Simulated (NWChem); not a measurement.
## Relativistic effects in H4Sn

```xyz
5

Sn     0.0000     0.0000     0.0000
H      1.4020     0.0000    -0.9913
H     -1.4020     0.0000    -0.9913
H      0.0000     1.4020     0.9913
H      0.0000    -1.4020     0.9913
```
Charge 0, spin multiplicity 1.

The numbers come from NWChem runs, not from measurements. Structure: optimised with B3LYP/def2-SVP with def2 effective core potentials on Sn, a minimum by its harmonic frequencies.

Functional PBE0, all-electron basis x2c-SVPall-2c, contracted for the X2C Hamiltonian and used here with ZORA. The ion keeps the geometry and has multiplicity 2 in the scalar run; the spin-orbit run starts from the same electron counts.

Costs are rough ratios of processor time within this set of runs, SCF included, with scalar ZORA as 1.

The structure started from a generated list of species. The stability of the SCF solutions was not checked.

```csv
Hamiltonian,ΔSCF ionisation energy (eV),HOMO (eV),LUMO (eV),gap (eV),relative cost
scalar ZORA,11.51,-9.15,1.03,10.18,1
spin-orbit ZORA,[?],[?],[?],[?],under 3
```

**Question.** Complete the blanks.

**Answer.** 
- spin-orbit ZORA, ΔSCF ionisation energy (eV): 11.49
- spin-orbit ZORA, HOMO (eV): -9.07
- spin-orbit ZORA, LUMO (eV): 0.94
- spin-orbit ZORA, gap (eV): 10.01
